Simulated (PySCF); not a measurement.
A GIAO shielding run with PySCF 2.14.0 with density-fitted response routines (density fitting, non-relativistic, gas phase) on `C[C@@H]1CN[Si@](O)(C[SiH3])N1`, C₄H₁₄N₂OSi₂:

```
$ OMP_NUM_THREADS=1 python probes_run.py task.json out

{"job": {"kind": "nmr", "xc": "PBE0", "basis": "pcSseg-1"}, "charge": 0, "multiplicity": 1}
C     -3.079441    -0.048272    -0.877497
C     -1.934232    -0.643829    -0.065702
C     -1.524164     0.263908     1.099017
N     -0.157850    -0.077278     1.430968
Si     0.713684    -0.542730     0.011558
O      1.682842    -1.824229     0.316827
C      1.875143     0.685561    -0.838242
Si     3.440881     1.021502     0.167571
N     -0.741993    -0.801951    -0.868018
H     -3.376347    -0.731090    -1.670407
H     -3.938422     0.137671    -0.237362
H     -2.762918     0.889011    -1.328206
H     -2.255702    -1.617061     0.342601
H     -1.617342     1.313037     0.786027
H     -2.175366     0.104369     1.964084
H      0.239135     0.532278     2.127031
H      1.365285    -2.533836     0.870915
H      1.351004     1.618696    -1.036266
H      2.161831     0.281841    -1.806422
H      3.095460     1.568684     1.486265
H      4.251082     2.026070    -0.537226
H      4.233962    -0.192686     0.338395
H     -0.851286    -1.402682    -1.665833
```

Hardware: 1 thread of an Arm Neoverse N1, shared host. The job also computes population analyses, field gradients, ring-centre shieldings.

Problem. How large is the calculation?

Solution. 88 electrons, 237 basis functions and 1267 auxiliary functions.

Problem. How long does it take, and how much memory does it need?

Solution. 2 min of wall time, with 13 SCF cycles and 4 response iterations; peak memory 1.1 GiB. Times on a shared host scatter by some tens of per cent.
